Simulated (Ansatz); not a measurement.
Stepwise reaction of `[F][GeH2][I]` with hydrogen chloride, as a gas-phase model of exchange steps in deposition or etching. ΔE in kJ/mol; ΔG adds harmonic PBE0-D4 terms to CCSD(T)/CBS, at 1 bar.

Computed with Ansatz on PBE0-D4/def2-TZVP structures; ΔE is electronic, products minus reactants. CBS: MP2 limit from def2 TZ/QZ plus the TZ coupled-cluster correction, frozen cores. This one scheme is used for every species. Functionals use def2-TZVPP. B3LYP here is the variant with VWN-RPA as its local correlation; programs differ in this. Elements past krypton have def2 core potentials. For Ge, I outer-core shells are correlated without core-valence functions, which leaves a few kJ/mol of doubt a bond. Scalar relativity is left out up to krypton.

```
step                                         reaction  PBE-D4  B3LYP-D4  ωB97M-V  CCSD(T)/CBS  ΔG(500 K)
   1  `[F][GeH2][I]` + HCl → `[F][GeH]([Cl])[I]` + H₂   -57.3     -56.2    -54.4        -53.7      -47.4
```

(1) Give the row of step 2, `[F][GeH]([Cl])[I]` + HCl → `[F][Ge]([Cl])([Cl])[I]` + H₂. (Estimate.)

(2) By hand: ΔE of the 2 steps together at CCSD(T)/CBS.

Results:

(1) Computed: 
```
step                                                   reaction  PBE-D4  B3LYP-D4  ωB97M-V  CCSD(T)/CBS  ΔG(500 K)
   2  `[F][GeH]([Cl])[I]` + HCl → `[F][Ge]([Cl])([Cl])[I]` + H₂   -49.2     -48.8    -46.7        -45.5      -38.7
```

(2) (-53.7) + (-45.5) = -99.2 kJ/mol, or -49.6 kJ/mol a step.

In ΔE each step is higher than the one before. All are downhill at CCSD(T)/CBS. ΔG lies between -47.4 and -38.7 kJ/mol a step. PBE-D4 differs from CCSD(T)/CBS by -3.7 to -3.6 kJ/mol a step. Isolated molecules leave out the surface, adducts and barriers. Largest T1 diagnostic: 0.010.
